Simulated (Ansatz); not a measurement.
`BB` + `CC(N)F` → `BNC(C)F` + BH₃  (cleavage of the B–B bond)

Computed with Ansatz on PBE0-D4/def2-TZVP structures; ΔE is electronic, products minus reactants. CCSD(T)/CBS adds triple-zeta CCSD(T) − MP2 to the extrapolated MP2 energy (def2 sets, frozen cores). This one scheme is used for every species. Functionals use def2-TZVPP. B3LYP here is the variant with VWN-RPA as its local correlation; programs differ in this. Each species was taken in one conformer, which may not be the lowest.

CCSD(T)/CBS gives -139.8 kJ/mol.

Another level gave -127.7 kJ/mol. Which?
A. B97M-V/def2-TZVPP
B. B3LYP-D4/def2-TZVPP
C. HF/def2-TZVPP
D. r2SCAN-D4/def2-TZVPP

D. r2SCAN-D4 -127.7, HF/def2-TZVPP -140.4, B97M-V -119.4, B3LYP-D4 -135.8 kJ/mol.

Largest T1 diagnostic among the species: 0.012.

Leaving LDA and LC-ωPBE aside and taking each functional with its dispersion term where it has one, the values, not all of them listed here, spread over 21.1 kJ/mol, from BHLYP-D4 to B97M-V. LDA lies −6.6 kJ/mol from PBE without D4. From BLYP to BHLYP (50 % exact exchange), in def2-TZVPP and without D4, ΔE moves by −9.9 kJ/mol.
